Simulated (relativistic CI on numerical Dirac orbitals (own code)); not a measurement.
**Level scheme of Hf³¹⁺**

These numbers are calculated, not measured: Dirac-Coulomb-Breit CI, KLI orbitals optimised for each configuration, model QED (radiative potential, 1s self-energy scaled to tabulated hydrogen-like ionisation energies), unscaled Slater integrals (own radial code, finite nucleus).

Configurations in the expansion (outside the closed core [Ar] 3d10): 4s2.4p6.4d5, 4s2.4p5.4d6, 4s2.4p6.4d4.4f, 4s.4p6.4d5.4f, 4p6.4d7, 4p5.4d8, 4s2.4p6.4d3.5s2, 4s2.4p6.4d2.4f.5s2, 4s.4p6.4d3.4f.5s2. Double excitations out of closed p, d and f shells are left out; levels of such configurations are missing from the list, as are those of other unlisted configurations, and high levels can miss mixing partners.

The lowest level is 4s2.4p6.4d5 4P_5/2, with 30 % of that term; Hund's rules for 4s2.4p6.4d5 give 6S with J = 5/2, of which the calculation keeps J, while another term leads.

| No. | Configuration | Term | J | E (cm⁻¹) | % | Landé g |
| --- | --- | --- | --- | --- | --- | --- |
| 1 | 4s2.4p6.4d5 | 4P | 5/2 | 0 | 30 | 1.448 |
| 2 | 4s2.4p6.4d5 | 6S | 5/2 | 82942 | 38 | 1.305 |
| 3 | 4s2.4p6.4d5 | 4G | 7/2 | 123085 | 38 | 1.155 |
| 4 | 4s2.4p6.4d5 | 4D | 3/2 | 127023 | 41 | 1.221 |
| 5 | 4s2.4p6.4d5 | 4G | 11/2 | 129884 | 41 | 1.127 |
| 6 | 4s2.4p6.4d5 | 4G | 9/2 | 142655 | 40 | 1.147 |
| 7 | 4s2.4p6.4d5 | 4D | 5/2 | 150353 | 36 | 1.145 |
| 8 | 4s2.4p6.4d5 | 4P | 1/2 | 156516 | 52 | 1.838 |
| 9 | 4s2.4p6.4d5 | 2F | 7/2 | 168994 | 37 | 1.098 |
| 10 | 4s2.4p6.4d5 | 2D | 5/2 | 205803 | 33 | 1.248 |
| 11 | 4s2.4p6.4d5 | 2D | 3/2 | 207322 | 54 | 0.788 |
| 12 | 4s2.4p6.4d5 | 4D | 7/2 | 228517 | 51 | 1.216 |
| 13 | 4s2.4p6.4d5 | 2I | 11/2 | 232502 | 53 | 1.080 |
| 14 | 4s2.4p6.4d5 | 4G | 9/2 | 239377 | 53 | 1.146 |
| 15 | 4s2.4p6.4d5 | 4D | 1/2 | 246760 | 75 | 0.571 |
| 16 | 4s2.4p6.4d5 | 2I | 13/2 | 250805 | 100 | 1.073 |
| 17 | 4s2.4p6.4d5 | 4P | 3/2 | 252340 | 52 | 1.191 |
| 18 | 4s2.4p6.4d5 | 2F | 5/2 | 258920 | 41 | 1.019 |
| 19 | 4s2.4p6.4d5 | 2H | 9/2 | 276109 | 52 | 1.106 |
| 20 | 4s2.4p6.4d5 | 2G | 7/2 | 284942 | 61 | 0.991 |
| 21 | 4s2.4p6.4d5 | 4F | 5/2 | 287214 | 60 | 1.041 |
| 22 | 4s2.4p6.4d5 | 2D | 3/2 | 297715 | 88 | 0.828 |
| 23 | 4s2.4p6.4d5 | 2G | 7/2 | 309192 | 42 | 1.048 |
| 24 | 4s2.4p6.4d5 | 2S | 1/2 | 310008 | 38 | 1.814 |
| 25 | 4s2.4p6.4d5 | 2G | 9/2 | 334289 | 71 | 1.106 |
| 26 | 4s2.4p6.4d5 | 4P | 5/2 | 346661 | 35 | 1.243 |
| 27 | 4s2.4p6.4d5 | 4F | 7/2 | 374809 | 31 | 1.192 |
| 28 | 4s2.4p6.4d5 | 2D | 3/2 | 382183 | 45 | 1.044 |
| 29 | 4s2.4p6.4d5 | 2H | 11/2 | 382238 | 59 | 1.069 |
| 30 | 4s2.4p6.4d5 | 2D | 5/2 | 386463 | 67 | 1.136 |
| 31 | 4s2.4p6.4d5 | 2P | 3/2 | 388589 | 44 | 1.084 |
| 32 | 4s2.4p6.4d5 | 2G | 9/2 | 407232 | 66 | 1.113 |
| 33 | 4s2.4p6.4d5 | 2D | 5/2 | 422331 | 68 | 1.116 |
| 34 | 4s2.4p6.4d5 | 2G | 7/2 | 429840 | 61 | 0.989 |
| 35 | 4s2.4p6.4d5 | 2P | 1/2 | 461471 | 65 | 1.098 |
| 36 | 4s2.4p6.4d5 | 2D | 3/2 | 505574 | 76 | 0.883 |
| 37 | 4s2.4p6.4d5 | 2D | 5/2 | 525987 | 52 | 1.152 |
| 38 | 4p5.4d6(5D) | 6F° | 11/2 | 1291395 | 54 | 1.346 |
| 39 | 4p5.4d6(3P) | 4P° | 5/2 | 1321422 | 34 | 1.339 |
| 40 | 4p5.4d6(3P) | 4D° | 7/2 | 1321611 | 39 | 1.338 |
| 41 | 4p5.4d6(3F) | 4F° | 9/2 | 1331182 | 40 | 1.330 |
| 42 | 4p5.4d6(1D) | 2P° | 1/2 | 1363011 | 34 | 1.356 |
| 43 | 4p5.4d6(5D) | 6P° | 5/2 | 1377462 | 18 | 1.372 |
| 44 | 4p5.4d6(5D) | 6P° | 3/2 | 1391869 | 25 | 1.834 |
| 45 | 4p5.4d6(5D) | 6F° | 9/2 | 1393103 | 58 | 1.388 |
| 46 | 4p5.4d6(3P) | 4D° | 7/2 | 1394143 | 34 | 1.289 |
| 47 | 4p5.4d6(5D) | 6F° | 11/2 | 1407056 | 31 | 1.224 |
| 48 | 4p5.4d6(3P) | 2P° | 3/2 | 1409615 | 29 | 1.499 |
| 49 | 4p5.4d6(5D) | 6D° | 7/2 | 1415117 | 24 | 1.356 |
| 50 | 4p5.4d6(3G) | 4H° | 13/2 | 1419889 | 71 | 1.189 |
| 51 | 4s2.4p5.4d6 | 4F° | 5/2 | 1423723 | 18 | 1.266 |
| 52 | 4p5.4d6(3G) | 4F° | 3/2 | 1431116 | 27 | 0.989 |
| 53 | 4p5.4d6(3H) | 4H° | 9/2 | 1437938 | 24 | 1.153 |
| 54 | 4p5.4d6(3G) | 2F° | 7/2 | 1440867 | 34 | 1.124 |
| 55 | 4d4(3P).4f | 4G° | 5/2 | 1441375 | 18 | 1.051 |
| 56 | 4p5.4d6(5D) | 4P° | 1/2 | 1450720 | 27 | 1.664 |
| 57 | 4p5.4d6(3H) | 4I° | 15/2 | 1456128 | 77 | 1.168 |
| 58 | 4p5.4d6(3F) | 4D° | 3/2 | 1460912 | 25 | 1.082 |
| 59 | 4p5.4d6(3H) | 4H° | 11/2 | 1463219 | 31 | 1.130 |
| 60 | 4p5.4d6(3H) | 2G° | 9/2 | 1464167 | 27 | 1.121 |
| 61 | 4d4(3P).4f | 4G° | 5/2 | 1465929 | 17 | 0.866 |
| 62 | 4p5.4d6(3G) | 4H° | 13/2 | 1471901 | 43 | 1.138 |
| 63 | 4p5.4d6(3G) | 4F° | 5/2 | 1475115 | 27 | 1.176 |
| 64 | 4p5.4d6(3D) | 4D° | 7/2 | 1479630 | 27 | 1.215 |
| 65 | 4p5.4d6(3F) | 4D° | 3/2 | 1484363 | 23 | 1.160 |
| 66 | 4p5.4d6(3H) | 4G° | 7/2 | 1488385 | 16 | 1.072 |
| 67 | 4p5.4d6(3H) | 2G° | 9/2 | 1490932 | 29 | 1.153 |
| 68 | 4p5.4d6(5D) | 4D° | 5/2 | 1490957 | 33 | 1.297 |
| 69 | 4p5.4d6(5D) | 6P° | 3/2 | 1495858 | 23 | 1.596 |
| 70 | 4p5.4d6(3D) | 4P° | 1/2 | 1496668 | 50 | 2.088 |

Energies count from the lowest computed level; ° marks odd parity. Percentages are summed over parent terms; the parents shown are those of the largest component, closed shells are left out there.

The mean weight of the leading LS term, summed over parents, in these 70 levels is 43 %, and that of the leading jj configuration (from the same eigenvectors) 80 %, so jj coupling describes them better and the LS labels are nominal.

At this charge energies of transitions that change n are usually good to better than 1 %, and those within a shell (Δn = 0) to a few per cent. Terms inside the open d or f shell come out 10 to 20 % too wide with unscaled integrals.

LS names give the leading component of a level, which can be under half, so a name can repeat, a term be missing and a line seem to break the LS rules.
